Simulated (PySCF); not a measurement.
Atoms are numbered as in `[CH3:1][C:2]#[C:3][Si@@:4]1([C:5]#[N:6])[CH2:7][SiH2:8][SiH2:9]1`; H(Xn) means a hydrogen on atom n. Ha(C7), Ha(Si8), Ha(Si9) are pro-R; Hb(C7), Hb(Si8), Hb(Si9) are pro-S.

PySCF calculation with σ from GIAO-PBE0/pcSseg-1 and GFN2-xTB geometry; equivalent nuclei averaged, no relativistic terms, isolated molecule, a single conformation.

Scale: 13C, 1H, 29Si against TMS; 15N vs NH3 (reference shieldings calculated alike).

```tsv
atoms	nucleus	count	δ (ppm)
Ha(C7)	1H	1	1.33
C7	13C	1	8.1
Hb(Si8)	1H	1	4.58
Ha(Si8)	1H	1	4.55
Si8	29Si	1	-64.8
Si4	29Si	1	-50.9
Si9	29Si	1	-67.4
C2	13C	1	?
C1	13C	1	6.3
Ha(Si9)	1H	1	?
H(C1)	1H	3	?
N6	15N	1	?
C3	13C	1	81.7
Hb(Si9)	1H	1	4.66
Hb(C7)	1H	1	?
C5	13C	1	125.5
```

Q: Estimate the values marked ?.

A: 
- C2: 119.8 ppm, alkyne carbon
- Ha(Si9): 4.57 ppm, hydrogen on a silicon bonded to 2 Si, in a 4-membered ring
- H(C1): 2.18 ppm, hydrogen on a propargylic methyl carbon
- Hb(C7): 1.14 ppm, hydrogen on an sp3 CH2 bonded to 2 Si
- N6: 362.6 ppm, nitrile nitrogen

Shifts are as computed. Against solution values, carbons near 30 ppm lie about +3 ppm off and those near 130 ppm about +5 ppm. Of 1309 compounds with measured shifts, 239 miss one by over three times the rms of a fit or turn the order of signals round; such compounds aren't used in these exercises. Experimental scales use liquid or dissolved standards, which lie at an offset from isolated NH3 (liquid NH3: subtract about 20 ppm). Unscaled 15N shifts of sp2 nitrogen come out 20 to 40 ppm too high even then.
